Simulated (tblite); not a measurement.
C5H11F2NSi.
Atom-mapped SMILES: `[CH2:1]=[CH:2][N:3]([SiH3:4])[C@@H:5]([CH3:6])[CH:7]([F:8])[F:9]` (hydrogens: H10, H11 on C1; H12 on C2; H13, H14, H15 on Si4; H16 on C5; H17, H18, H19 on C6; H20 on C7)

Computed with GFN2-xTB (tblite), gas phase: L-BFGS steps from a force-field or distance-geometry start until the largest atomic force falls under 0.01 eV/Å.

Step 22: E = -828.2920 eV
```
atom  x, y, z in Å  |  force x, y, z in eV/Å
C1      1.9475   -0.3194   -1.5902   -0.015  -0.028  -0.002
C2      0.9676   -0.7094   -0.7907    0.023   0.047   0.052
N3      0.4948    0.0222    0.3006    0.006   0.082   0.025
Si4     1.5840    0.7036    1.4665    0.053  -0.026  -0.025
C5     -0.9381    0.1764    0.3901    0.023  -0.011   0.026
C6     -1.4756    0.9827   -0.7921   -0.013   0.026   0.011
C7     -1.6673   -1.1687    0.4970   -0.031  -0.044   0.035
F8     -2.9806   -0.9621    0.7666   -0.016   0.029  -0.006
F9     -1.1855   -1.8962    1.5329    0.036  -0.002   0.007
H10     2.2957   -0.9518   -2.3847    0.023  -0.039  -0.036
H11     2.4259    0.6377   -1.4845    0.011  -0.042   0.056
H12     0.4833   -1.6697   -0.9415    0.016   0.038  -0.083
H13     0.7596    1.5785    2.2991    0.001  -0.035  -0.011
H14     2.6400    1.4873    0.8198   -0.059   0.025  -0.010
H15     2.2108   -0.3788    2.2278   -0.028  -0.009   0.019
H16    -1.1666    0.7045    1.3206    0.040   0.043   0.012
H17    -2.5371    1.1794   -0.6759   -0.044  -0.051  -0.008
H18    -0.9458    1.9296   -0.8311    0.008   0.051  -0.012
H19    -1.3021    0.4572   -1.7280   -0.016  -0.045  -0.007
H20    -1.6158   -1.7923   -0.4053   -0.020  -0.007  -0.044
```

Step 23: E = -828.2936 eV
```
atom  x, y, z in Å  |  force x, y, z in eV/Å
C1      1.9513   -0.3222   -1.5879   -0.013  -0.018  -0.011
C2      0.9654   -0.7087   -0.7948    0.030   0.038   0.076
N3      0.4948    0.0210    0.2985   -0.042   0.083   0.022
Si4     1.5816    0.7032    1.4662    0.044  -0.036  -0.056
C5     -0.9382    0.1778    0.3904   -0.011  -0.015   0.019
C6     -1.4760    0.9847   -0.7927   -0.015   0.009   0.017
C7     -1.6675   -1.1692    0.5019   -0.005  -0.018   0.006
F8     -2.9815   -0.9687    0.7748    0.021   0.040  -0.001
F9     -1.1776   -1.8950    1.5359    0.013   0.012  -0.017
H10     2.3005   -0.9522   -2.3825    0.026  -0.068  -0.062
H11     2.4334    0.6314   -1.4794    0.028  -0.004   0.069
H12     0.4796   -1.6669   -0.9520   -0.001   0.039  -0.070
H13     0.7574    1.5758    2.2989   -0.014  -0.021   0.005
H14     2.6341    1.4886    0.8197   -0.033   0.043  -0.019
H15     2.2067   -0.3808    2.2223   -0.007  -0.034   0.043
H16    -1.1646    0.7089    1.3203    0.043   0.027  -0.002
H17    -2.5386    1.1788   -0.6796   -0.036  -0.051   0.004
H18    -0.9484    1.9336   -0.8310    0.001   0.030  -0.005
H19    -1.3012    0.4605   -1.7292   -0.007  -0.046   0.000
H20    -1.6163   -1.7903   -0.4029   -0.020  -0.012  -0.020
```

Step 24: E = -828.2953 eV
```
atom  x, y, z in Å  |  force x, y, z in eV/Å
C1      1.9549   -0.3252   -1.5861    0.000  -0.005  -0.017
C2      0.9639   -0.7074   -0.7975    0.031   0.019   0.065
N3      0.4943    0.0212    0.2968   -0.068   0.061   0.001
Si4     1.5801    0.7022    1.4654    0.023  -0.036  -0.057
C5     -0.9385    0.1792    0.3914   -0.041  -0.004   0.002
C6     -1.4768    0.9867   -0.7930   -0.018  -0.012   0.015
C7     -1.6678   -1.1699    0.5066    0.024   0.020  -0.029
F8     -2.9822   -0.9740    0.7823    0.053   0.044   0.007
F9     -1.1701   -1.8940    1.5385   -0.012   0.020  -0.039
H10     2.3053   -0.9537   -2.3815    0.014  -0.073  -0.057
H11     2.4413    0.6250   -1.4733    0.043   0.019   0.072
H12     0.4764   -1.6633   -0.9637   -0.021   0.046  -0.042
H13     0.7554    1.5727    2.2989   -0.020  -0.013   0.014
H14     2.6275    1.4909    0.8189   -0.001   0.060  -0.029
H15     2.2026   -0.3832    2.2183    0.013  -0.052   0.060
H16    -1.1615    0.7141    1.3203    0.035   0.007  -0.013
H17    -2.5408    1.1767   -0.6830   -0.021  -0.045   0.015
H18    -0.9512    1.9379   -0.8313   -0.015  -0.006   0.002
H19    -1.3007    0.4624   -1.7299    0.001  -0.035   0.018
H20    -1.6170   -1.7879   -0.4013   -0.019  -0.014   0.012
```

Step 25: E = -828.2971 eV
```
atom  x, y, z in Å  |  force x, y, z in eV/Å
C1      1.9587   -0.3285   -1.5847    0.020   0.009  -0.016
C2      0.9630   -0.7056   -0.7992    0.026  -0.003   0.022
N3      0.4927    0.0227    0.2950   -0.058   0.024  -0.030
Si4     1.5791    0.7007    1.4638    0.001  -0.025  -0.030
C5     -0.9395    0.1808    0.3924   -0.052   0.014  -0.020
C6     -1.4779    0.9886   -0.7930   -0.024  -0.032   0.005
C7     -1.6677   -1.1702    0.5110    0.043   0.054  -0.056
F8     -2.9821   -0.9785    0.7900    0.068   0.047   0.016
F9     -1.1626   -1.8928    1.5404   -0.029   0.023  -0.052
H10     2.3103   -0.9565   -2.3813   -0.009  -0.054  -0.023
H11     2.4501    0.6184   -1.4656    0.051   0.018   0.063
H12     0.4727   -1.6585   -0.9765   -0.040   0.056  -0.006
H13     0.7531    1.5689    2.2991   -0.014  -0.016   0.014
H14     2.6206    1.4945    0.8175    0.025   0.067  -0.034
H15     2.1984   -0.3866    2.2154    0.026  -0.054   0.061
H16    -1.1574    0.7198    1.3203    0.017  -0.013  -0.018
H17    -2.5436    1.1736   -0.6861   -0.007  -0.034   0.024
H18    -0.9546    1.9423   -0.8317   -0.037  -0.047   0.010
H19    -1.3003    0.4634   -1.7301    0.008  -0.021   0.036
H20    -1.6182   -1.7856   -0.3996   -0.016  -0.015   0.037
```

Problem. Estimate the geometry and energy of step 26. (The exact step hangs on the optimiser's Hessian estimate; all steps are aligned on step 25, rigid shifts and turns removed.)

Solution. E = -828.2989 eV, largest force 0.106 eV/Å
```
atom  x, y, z in Å  |  force x, y, z in eV/Å
C1      1.9633   -0.3319   -1.5832    0.039   0.020  -0.007
C2      0.9625   -0.7037   -0.8009    0.015  -0.017  -0.036
N3      0.4902    0.0249    0.2923   -0.014  -0.013  -0.057
Si4     1.5780    0.6984    1.4614   -0.011  -0.009   0.009
C5     -0.9415    0.1827    0.3928   -0.034   0.029  -0.039
C6     -1.4797    0.9902   -0.7931   -0.032  -0.044  -0.009
C7     -1.6669   -1.1697    0.5148    0.045   0.070  -0.065
F8     -2.9805   -0.9826    0.7990    0.062   0.053   0.022
F9     -1.1546   -1.8908    1.5417   -0.033   0.022  -0.054
H10     2.3156   -0.9606   -2.3813   -0.034  -0.017   0.026
H11     2.4607    0.6115   -1.4558    0.054   0.000   0.044
H12     0.4676   -1.6521   -0.9905   -0.055   0.062   0.029
H13     0.7502    1.5644    2.2992   -0.002  -0.025   0.008
H14     2.6136    1.4997    0.8153    0.035   0.059  -0.030
H15     2.1944   -0.3915    2.2132    0.028  -0.037   0.045
H16    -1.1531    0.7255    1.3199   -0.008  -0.029  -0.017
H17    -2.5466    1.1697   -0.6892   -0.004  -0.020   0.030
H18    -0.9588    1.9461   -0.8317   -0.054  -0.076   0.015
H19    -1.2996    0.4646   -1.7300    0.014  -0.011   0.044
H20    -1.6201   -1.7841   -0.3969   -0.008  -0.016   0.043
```

The energy changes by -0.0019 eV. The first-order estimate −F·Δx gives -0.0026 eV and the mean of the old and new forces, exact on a quadratic surface, -0.0019 eV. The step makes an angle of 73° with the force vector and moves no atom by more than 0.016 Å.

The cost below is that of the whole relaxation. On Intel Xeon Platinum 8375C at 2.90 GHz, one thread (shared host), this took 1.4 s of wall time.
